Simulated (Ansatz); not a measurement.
C2H7GeN can be A, `C=[N][GeH2][CH3]`, or B, `C/C=[N]\[GeH3]`.

Program: Ansatz. Geometries: PBE0-D4/def2-TZVP. ΔE: electronic, gas phase. CCSD(T)/CBS is the MP2 limit (def2-TZVPP, def2-QZVPP) plus CCSD(T) − MP2 in def2-TZVPP, frozen cores. DFT in def2-TZVPP. B3LYP here is the variant with VWN-RPA as its local correlation; programs differ in this. For Ge outer-core shells are correlated without core-valence functions, which leaves a few kJ/mol of doubt a bond. Scalar relativity is left out up to krypton. Each species was taken in one conformer, which may not be the lowest.

**Question.** Which is lower in electronic energy at CCSD(T)/CBS, and by how much? (An estimate is asked.)

**Answer.** Ansatz gave: A, by 4.9 kcal/mol.

**Question.** Give E(B) − E(A) in kcal/mol with ωB97M-V, CCSD/def2-TZVPP, r2SCAN-D4, B3LYP-D4, B3LYP, HF/def2-TZVPP, MP2/def2-TZVPP. (An estimate is asked.)

**Answer.** The calculation gave: ωB97M-V 4.3, CCSD/def2-TZVPP 5.3, r2SCAN-D4 3.4, B3LYP-D4 3.7, B3LYP 4.1, HF/def2-TZVPP 4.3, MP2/def2-TZVPP 5.7. None reverses the order clearly.

Largest T1 diagnostic: 0.013.

In def2-TZVPP, CCSD(T) changes the Hartree–Fock value by +0.9 kcal/mol (the triples alone add −0.1 kcal/mol) and MP2 by +1.4 kcal/mol.
